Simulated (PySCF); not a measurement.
Al(F)2(OSiH3) (AlF₂H₃OSi), SMILES [F][Al]([F])[O][SiH3].

The structure is a stationary point at B3LYP-D3(BJ)/def2-SVP. The structure was generated by enumeration; whether it is a known compound was not checked. Other conformers were not sampled.

Two levels are set side by side: PBE/def2-TZVP (PySCF) and PBE0/def2-TZVP (PySCF). Same geometry, gas phase. Differences are taken from unrounded values.

| quantity | PBE0 |
|---|---|
| orbital gap (eV) | 7.86 |
| highest occupied level (eV) | -9.16 |
| lowest empty level (eV) | -1.31 |
| dipole moment (D) | 1.44 |
| mean polarisability (bohr³) | 46.6 |

### Question
What does PBE give, and how far is it from PBE0? (The exact figures need the calculation; the answer reports its results.)

### Answer

```tsv
quantity	PBE	PBE minus PBE0
orbital gap (eV)	5.50	-2.36
highest occupied level (eV)	-7.70	1.47
lowest empty level (eV)	-2.20	-0.89
dipole moment (D)	1.34	-0.10
mean polarisability (bohr³)	49.8	3.1
```

PBE's occupied levels lie high since its potential decays too fast outside the molecule; exact exchange lowers them and widens the gap. PBE's more diffuse valence density responds more strongly to a field. Differences between two approximate levels are no errors against the true value.

Rough cost on one machine, each run with all the roots and properties that it gave: PBE0 against PBE within a factor of 2.
